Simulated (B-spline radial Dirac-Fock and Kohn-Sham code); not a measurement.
Level of theory: ΔSCF Dirac-Fock with Breit, self-energy and vacuum polarisation, finite nucleus, configuration average; a radial atomic solver. Free neutral atoms.

Question: Order these X-ray lines by photon energy, lowest first.
A. Lu Mζ1
B. Cs Mζ2
C. Co Lγ5
D. Nd Mζ1
E. Ga Lβ3
F. Ga Lγ5

Answer: B (555.1 eV), D (742.2 eV), C (801.5 eV), F (1140.9 eV), E (1199.5 eV), A (1225.6 eV).

Values without a named source are computed, but for edge energies of neutral atoms, which are taken from tables.
